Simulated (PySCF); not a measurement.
H₃P₂, SMILES P[PH], multiplicity 2.

Geometry: r2SCAN-D4/def2-TZVP. The isomer is the one that the SMILES or the coordinates give; other isomers of the formula were not compared.

All values below come from CAM-B3LYP/def2-TZVPD (PySCF).

Gas-phase values at a fixed geometry.

**Question.** Estimate the frontier levels, dipole moment and polarisability. (The exact figures need the calculation; the answer reports its results.)

**Answer.** 
```
Quantity                                                                                                         Value
---------------------------------------------------------------------------------------------  -----------------------
α spin, highest occupied and lowest empty level                                                      -7.65 and 0.59 eV
β spin, highest occupied and lowest empty level                                                     -8.67 and -1.98 eV
dipole moment                                                                                                0.171 e·Å
quadrupole, principal values (traceless, Buckingham form, about the centre of nuclear charge)    -3.68, 0.39, 3.29 D·Å
mean static polarisability                                                                        57.5 bohr³ (8.52 Å³)
polarisability, principal values                                                                47.3, 49.7, 75.6 bohr³
⟨S²⟩                                                                                           0.757 (pure state 0.75)
```
